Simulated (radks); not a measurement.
Values are calculated unless marked as measured or tabulated.
Task: Ionisation of Br, [Ar] 3d10 4s2 4p5, to Br+, [Ar] 3d10 4s2 4p4, under several functionals. Dirac Kohn-Sham, spin-unpolarised, spherical densities, point nucleus; open shells are shared between the two j in proportion to 2j + 1; a radial shooting solver on a logarithmic mesh with Libxc functionals. Known Delta-SCF values: PBEsol 12.559 eV; HCTH/407 12.760 eV. What does exchange-only B88 give, and what is its highest occupied eigenvalue?

Result: 11.593 eV by Delta-SCF; the 4p3/2 eigenvalue is -6.783 eV. NIST: 11.814 eV (measured).

Beside tabulated values, note that spin-unpolarised runs miss the spin-polarisation part of the exchange energy of open shells.
